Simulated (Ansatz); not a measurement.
Cost and result for the atomization energy of C2H6BFS, SMILES `CSB(C)F` (11 atoms, 10 bonds).

Z-matrix (Å, degrees):
```
C
S 1 1.808
H 1 1.089 2 111.2
H 1 1.089 2 106.6 3 -118.5
H 1 1.089 2 111.1 3 123.1
B 2 1.799 1 103.9 3 -59.8
F 6 1.336 2 114.1 1 179.6
C 6 1.560 2 127.5 1 0.4
H 8 1.089 6 115.1 2 -11.2
H 8 1.094 6 109.7 2 -134.3
H 8 1.096 6 108.8 2 109.9
```

Charge 0, multiplicity 1. The structure was optimised at the PBE0-D4/def2-TZVP level. It is a higher conformer; a search finds a lower one. Program: Ansatz. All runs use 4 threads of a server CPU on a shared host. Times are those of one run each, without the atoms' runs, and a repeat can differ threefold. Electronic energies, without spin–orbit coupling; frozen cores. CCSD(T)/CBS adds CCSD(T) − MP2 in def2-TZVPP to the MP2 limit, and its time is that of the two runs behind it. T1 = 0.012. HSE06 is the plane-wave form, built on full-range PBE exchange.

CCSD(T)/CBS is a level of theory with its own doubt, some kJ/mol a heavy atom from the limit and from the frozen cores, so smaller differences don't rank the functionals.

```tsv
level	functions	wall time
LDA (SPW92)/def2-TZVPP	250	1.2 s
revPBE-D4/def2-TZVPP	250	1.8 s
PBE0-D4/def2-TZVPP	250	2.2 s
HSE06-D4/def2-TZVPP	250	2.9 s
r2SCAN-D4/def2-TZVPP (with forces)	250	3.4 s
CCSD(T)/def2-SVP	104	4.3 s
PBE-QIDH/def2-TZVPP	250	4.8 s
B2PLYP/def2-TZVPP	250	5 s
ωB97X-V/def2-TZVPP	250	5.5 s
ωB97M-V/def2-TZVPP (with forces)	250	8 s
MP2/def2-QZVPP	478	20 s
CCSD(T)/def2-TZVPP	250	88 s
CCSD(T)/CBS(def2)	–	110 s
```

(1) What atomization energy does each give, and how far from CCSD(T)/CBS? (Estimate.)

Answers

(1) The calculation gave: 
| level | atomization (kcal/mol) | difference from CCSD(T)/CBS | per bond |
| --- | --- | --- | --- |
| LDA (SPW92)/def2-TZVPP | 1176.8 | 146.6 | 14.7 |
| revPBE-D4/def2-TZVPP | 1030.1 | -0.1 | 0.0 |
| PBE0-D4/def2-TZVPP | 1039.1 | 8.9 | 0.9 |
| HSE06-D4/def2-TZVPP | 1039.8 | 9.6 | 1.0 |
| r2SCAN-D4/def2-TZVPP (with forces) | 1039.9 | 9.7 | 1.0 |
| CCSD(T)/def2-SVP | 985.7 | -44.5 | -4.5 |
| PBE-QIDH/def2-TZVPP | 1031.3 | 1.1 | 0.1 |
| B2PLYP/def2-TZVPP | 1023.2 | -7.0 | -0.7 |
| ωB97X-V/def2-TZVPP | 1034.7 | 4.5 | 0.4 |
| ωB97M-V/def2-TZVPP (with forces) | 1037.7 | 7.5 | 0.7 |
| MP2/def2-QZVPP | 1038.9 | 8.7 | 0.9 |
| CCSD(T)/def2-TZVPP | 1007.1 | -23.1 | -2.3 |
| CCSD(T)/CBS(def2) | 1030.2 | 0.0 | 0.0 |

From BLYP to BHLYP (50 % exact exchange), in def2-TZVPP and without D4, the atomization energy moves by −16.9 kcal/mol: exact exchange takes away binding that semilocal exchange gives to molecules. At CCSD(T), def2-SVP lies −44.5 kcal/mol from the extrapolated value and def2-TZVPP −23.1 kcal/mol: correlation converges slowly with the basis, and small sets miss more of it in the bonded molecule than in its fragments. The D4 term adds +8.1 kcal/mol with B3LYP and +4.2 kcal/mol with PBE0; it sums over pairs of atoms, weighted by their polarisabilities, and B3LYP, whose exchange is more repulsive, gets the larger term.

B3LYP here is the variant with VWN-RPA as its local correlation; programs differ in this.
